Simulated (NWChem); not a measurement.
Species: BSiNH$_{6}$O$_{2}$; SMILES OB(O)[SiH2]N

```xyz
11

Si    -0.7319     0.9231    -0.1062
N      0.7949     1.7772     0.2002
B     -0.0496    -0.9871    -0.0055
O     -0.7988    -2.1134     0.0756
O      1.3069    -1.0513    -0.0535
H     -1.8539     1.3123     0.8122
H     -1.1426     1.3289    -1.4886
H      0.9117     2.6875    -0.2370
H      1.0664     1.8606     1.1777
H     -0.2429    -2.9038     0.0825
H      1.6505    -0.1387    -0.1101
```
Atoms are numbered in this order, from 1.

Level: PBE0/def2-SVP (NWChem), optimised geometry, unscaled harmonic frequencies. 

| frequency (cm⁻¹) | IR intensity (km/mol) |
|---|---|
| 93 | 3.9 |
| 156 | 6.4 |
| 250 | 9.0 |
| 319 | 10.9 |
| 338 | 4.0 |
| 412 | 16.3 |
| 550 | 51.1 |
| 578 | 35.2 |
| 600 | 195.0 |
| 643 | 66.1 |
| 699 | 20.2 |
| 768 | 13.6 |
| 832 | 66.7 |
| 841 | 175.9 |
| 926 | 70.7 |
| 946 | 98.3 |
| 1025 | 83.2 |
| 1125 | 79.6 |
| 1328 | 313.1 |
| 1467 | 284.6 |
| 1559 | 25.6 |
| 2189 | 151.9 |
| 2215 | 104.6 |
| 3570 | 27.6 |
| 3649 | 238.8 |
| 3662 | 22.8 |
| 3853 | 54.7 |

| Property | Value |
|---|---|
| zero-point energy | 49.4 kcal/mol |
| thermal correction to the enthalpy at 298.15 K (with zero-point energy) | 54.4 kcal/mol |
| heat capacity Cv | 25.0 cal/(mol K) |
| entropy at 298.15 K and 1 atm (symmetry number 1) | 80.6 cal/(mol K) |
| dipole moment | 1.85 D |

Rigid rotor and harmonic oscillator; modes under 100 cm⁻¹ make the entropy uncertain.
